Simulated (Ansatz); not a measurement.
Start from `OBCS[SiH3]` and change one atom or group to get `[SiH3]S[CH2][GeH3]`.

Ansatz, PBE0-D4/def2-TZVP geometries, multiplicity 1. Each molecule was computed in one conformer, which needn't be the lowest.

Scalar relativity is left out up to krypton.

```json
{"property": "LUMO energy (B3LYP/def2-TZVPP) / eV", "`OBCS[SiH3]`": "-0.75"}
{"property": "LUMO energy (PBE/def2-TZVPP) / eV", "`OBCS[SiH3]`": "-1.52"}
{"property": "HOMO–LUMO gap (PBE/def2-TZVPP) / eV", "`OBCS[SiH3]`": "4.16"}
{"property": "size of the dipole moment (PBE/def2-TZVPP) / D", "`OBCS[SiH3]`": "1.93"}
{"property": "HOMO–LUMO gap (ωB97M-V/def2-TZVPP) / eV", "`OBCS[SiH3]`": "10.46"}
{"property": "HOMO–LUMO gap (PBE0/def2-TZVPP) / eV", "`OBCS[SiH3]`": "6.36"}
```

Problem. What does the change do to each property? (Best estimate.)

Solution. The calculation gave: 
| property | `[SiH3]S[CH2][GeH3]` | shift |
| --- | --- | --- |
| LUMO energy (B3LYP/def2-TZVPP) / eV | -0.29 | 0.46 |
| LUMO energy (PBE/def2-TZVPP) / eV | -0.95 | 0.57 |
| HOMO–LUMO gap (PBE/def2-TZVPP) / eV | 4.89 | 0.73 |
| size of the dipole moment (PBE/def2-TZVPP) / D | 1.32 | -0.61 |
| HOMO–LUMO gap (ωB97M-V/def2-TZVPP) / eV | 10.88 | 0.42 |
| HOMO–LUMO gap (PBE0/def2-TZVPP) / eV | 6.96 | 0.60 |

With PBE0 the HOMO falls by 0.15 eV and the LUMO rises by 0.45 eV, so the gap widens by about 0.60 eV. PBE moves the HOMO by -0.16 eV and ωB97M-V by -0.15 eV. Dipoles are sizes alone; their direction can turn.

B3LYP here is the variant with VWN-RPA as its local correlation; programs differ in this.
